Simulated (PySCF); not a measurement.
Spectroscopy problems

Level of theory: GFN2-xTB structure, NMR shieldings at PBE0/pcSseg-1/GIAO, in PySCF 2.14.0 with density-fitted response routines (no solvent, one computed conformer, rapidly exchanging positions averaged, non-relativistic Hamiltonian).

Scale: TMS for ¹H (σ = 31.72 ppm) and ¹³C (σ = 186.93 ppm) (reference shieldings calculated alike). Splittings of carbon signals by F and P are missing where no couplings were computed. Where no couplings were computed, multiplicities follow the n + 1 count of equivalent neighbours, and m marks all less simple cases (inequivalent or close neighbours, rings, F or P nearby). Shifts are as computed. Against solution values, carbons near 30 ppm lie about +3 ppm off and those near 130 ppm about +5 ppm. Of 1309 compounds with measured shifts, 239 miss one by over three times the rms of a fit or turn the order of signals round; such compounds aren't used in these exercises.

**Question.** C$_{4}$H$_{12}$Si$_{3}$. ¹H NMR (300 MHz, computed): δ 7.09 (m, 1H), 7.03 (m, 1H), 4.28 (m, 2H), 4.18 (d, 3H), 2.02 (m, 1H), 0.71 (m, 2H), 0.43 (m, 2H). ¹³C{¹H} NMR (computed): δ 155.1, 154.3, -2.2. Give a structure.

**Answer.** SMILES [SiH3]/C=C/[SiH2][SiH]1CC1. The formula gives 2 degrees of unsaturation (1 ring in the answer). 3 carbon signals for 4 carbons: some carbons are equivalent by symmetry or fast rotation. Carbon types of the structure: 2 × CH, 2 × CH2, leaving 6 H on heteroatoms. δC 155.1, 154.3: alkene CH; the olefinic region. δC -2.2: three-membered-ring carbon; carbons of three-membered rings are unusually shielded. δH 7.09, 7.03: hydrogen on an alkene CH; olefinic region. δH 0.71, 0.43: hydrogen on a three-membered-ring carbon; cyclopropane-type protons are shielded by the ring.

This is the structure that produced the data.

**Question.** C$_{4}$H$_{3}$F$_{5}$O. ¹H NMR (400 MHz, computed): δ 6.15 (m, 1H), 4.34 (m, 2H). ¹³C{¹H} NMR (computed): δ 166.1 (C), 131.6 (C), 115.1 (CH), 71.9 (CH2). Give a structure.

**Answer.** `FC(F)=COCC(F)(F)F`. Rings plus π bonds: 1 (no ring in the answer). 4 carbon signals for 4 carbons: no two carbons are equivalent. Carbon types of the structure: 2 × C, 1 × CH, 1 × CH2, which accounts for all hydrogens. δC 166.1: β carbon of an enol-ether or enamine type C=C. δC 131.6: CF3 carbon; 3 electronegative neighbours deshield it. δC 115.1: alkene carbon bearing oxygen; an sp2 carbon of a C=C bond. δC 71.9: sp3 CH2 bonded to O; pulled downfield by the heteroatom.

This is the structure that produced the data.

**Question.** C$_{4}$H$_{3}$F$_{5}$O. ¹H NMR (600 MHz, computed): δ 3.99 (s, 3H). ¹³C{¹H} NMR (computed): δ 165.0 (C), 129.8 (C), 121.2 (C), 59.5 (CH3). Identify the compound.

**Answer.** SMILES O(C)C(=C(F)F)C(F)(F)F. Rings plus π bonds: 1 (no ring in the answer). 4 carbon signals for 4 carbons: no two carbons are equivalent. Carbon types of the structure: 3 × C, 1 × CH3, which accounts for all hydrogens. δC 165.0: β carbon of an enol-ether or enamine type C=C. δC 129.8: CF3 carbon; 3 electronegative neighbours deshield it. δC 121.2: alkene carbon bearing oxygen; as expected for a trigonal carbon in a double bond. δH 3.99: hydrogen on a methyl carbon bonded to O; its carbon carries O, which withdraws density.

This is the structure that produced the data.
